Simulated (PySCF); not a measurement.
## Cr(7+): ionisation energy

Cr(7+) [Ne] 3s2 3p5 [3p1/2^2 3p3/2^3, M_J = 3/2] → Cr(8+) [Ne] 3s2 3p4 [3p1/2^2 3p3/2^2, M_J = 2], as a difference of total energies. All numbers are calculated (PySCF 2.14, the two-component X2C-1e Hamiltonian, in an even-tempered Gaussian basis (20 s from 0.34 bohr⁻², ratio 2.4; 14 p from 0.45 bohr⁻², ratio 2.4; 5 d from 3.4 bohr⁻², ratio 2.6; 5 f from 5.1 bohr⁻², ratio 2.6)). Correlated levels: 1s2 frozen; the 52 highest virtual spinors dropped. "Screened" scales the spin-orbit matrix elements by Boettger's factors to mimic the two-electron term; Breit and QED terms are absent.

```
                    method  ionisation energy (eV)
           GHF (spin-free)                  183.02
          GMP2 (spin-free)                  183.87
 GHF (screened spin-orbit)                  182.90
GMP2 (screened spin-orbit)                  183.75
```

Problem. How much does correlation contribute at GMP2 (screened spin-orbit)?

Solution. 183.75 − (182.90) = 0.85 eV, measured against GHF (screened spin-orbit).

The labels give the starting determinants; with spin-orbit coupling the two ends relaxed to ⟨J²⟩ = 3.75, ⟨L²⟩ = 2.00, ⟨S²⟩ = 0.75 and ⟨J²⟩ = 6.01, ⟨L²⟩ = 2.11, ⟨S²⟩ = 1.95.

For comparison: 184.76 ± 0.15 eV (semi-empirical (NIST evaluation); NIST Atomic Spectra Database, ionization energies).
